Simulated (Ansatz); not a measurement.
Job for Ansatz (an electronic-structure program): U-PBE/def2-TZVPP on GaS+, 2S+1 = 3, a spin state set in the input, which need not be the lowest, a point of a bond scan (R = 2.278 Å). Charge +1.

Ansatz 0.2 input:
```yaml
crystal:
  periodic: [false, false, false]
  atoms:
    - {symbol: S, position_ang: [0.00000000, 0.00000000, 0.00000000]}
    - {symbol: Ga, position_ang: [0.00000000, 0.00000000, 2.27789300]}
basis:
  gaussian:
    orbitals: def2-TZVPP
    pivot_positions_ang: [[0.00000000, 0.00000000, 0.00000000], [0.00000000, 0.00000000, 2.27789300]]
hamiltonian:
  xc: {name: PBE}
total_charge: 1
magnetization: {spin_polarized: true, initial_magnetization: 2}
output: {forces: true, orbitals: {seedname: ./end}}
```

The head of its log:

```
WARN ansatz: RAYON_NUM_THREADS=2 ignored (pool sized by the plan → 2); use --threads N
Functional definition: PBE
integrals: 0.02 GiB planned
652 factors; their error is unknown
mean field: 0.25 GiB planned
mean field evaluation 1: about -63184.4702 eV, gradient 3.6e1 eV
mean field evaluation 2: about -63103.0018 eV, gradient 9.6e1 eV
```

**Question.** Give the final energy of this run.

**Answer.** -2322.2620 hartree.
